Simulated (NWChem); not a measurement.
# CdS; SMILES [S]=[Cd]

```xyz
2

Cd     0.0000     0.0000    -0.5687
S      0.0000     0.0000     1.6871
```
Atoms are numbered in this order, from 1.

Level: PBE-D3(BJ)/def2-SVP with def2 effective core potentials on Cd (NWChem), optimised geometry, unscaled harmonic frequencies. def2 effective core potentials on Cd; no spin-orbit coupling.

| frequency (cm⁻¹) | IR intensity (km/mol) |
|---|---|
| 383 | 1.9 |

The zero-point energy is 0.5 kcal/mol, the thermal correction to the enthalpy at 298.15 K (with zero-point energy) comes out as 2.8 kcal/mol and the heat capacity Cv is 6.5 cal/(mol K). The entropy at 298.15 K and 1 atm (symmetry number 1) is 58.4 cal/(mol K).

Rigid rotor and harmonic oscillator.
